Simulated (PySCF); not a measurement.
Level of theory: r2SCAN-D4/def2-TZVP (PySCF). All species are isolated molecules in the gas phase. One relaxed conformer stands for a flexible species; it need not be the lowest. 

Reference species (SMILES): `[NH2][Ga]([NH2])[NH2]` (neutral, multiplicity 1).

The HOMO–LUMO gap comes out as 5.47 eV.

Changed species: `[NH2][GaH][NH2]` (whole molecule; the reference has whole molecule).

Problem. What does the change do to the HOMO–LUMO gap?

Solution. the HOMO–LUMO gap stays essentially unchanged.
